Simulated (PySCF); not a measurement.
C₆H₃F.
SMILES with atom numbers: `[CH:1]#[C:2]/[CH:3]=[C:4](\[F:5])[C:6]#[CH:7]` (hydrogens: H8 on C1; H9 on C3; H10 on C7)

Level of theory: PBE0-D3(BJ)/def2-SVP geometry optimisation, gas phase (PySCF).

Problem. Give the optimised bond lengths and angles.

Solution. 
| bond | length (Å) |
| --- | --- |
| C1≡C2 | 1.214 |
| C2–C3 | 1.413 |
| C3=C4 | 1.350 |
| C4–F5 | 1.328 |
| C4–C6 | 1.421 |
| C6≡C7 | 1.213 |
| C1–H8 | 1.074 |
| C3–H9 | 1.093 |
| C7–H10 | 1.075 |

A selection of angles:
| angle | degrees |
| --- | --- |
| C2–C1–H8 | 179.4 |
| C1–C2–C3 | 178.1 |
| C2–C3–C4 | 123.9 |
| C2–C3–H9 | 118.8 |
| C4–C3–H9 | 117.3 |
| C3–C4–F5 | 120.6 |
| C3–C4–C6 | 124.4 |
| F5–C4–C6 | 115.0 |
| C4–C6–C7 | 179.5 |
| C6–C7–H10 | 179.9 |

Dihedral angles: C2–C3–C4–F5 0° (synperiplanar).

The 7 heavy atoms lie in one plane (0.001 Å rms). The 5 C–C bonds span 1.213 Å (C6≡C7, drawn triple) to 1.421 Å (C4–C6, drawn single), a spread of 0.208 Å.

Point group: Cs (every atom within 0.08 Å of its image). Stationary, but not proved a minimum.

On one thread of an Arm Neoverse V1, shared host with 32 logical CPUs at a one-minute load of 28, this took 34 s wall and 0.43 GiB of memory at its peak. That covers the optimisation of the geometry.
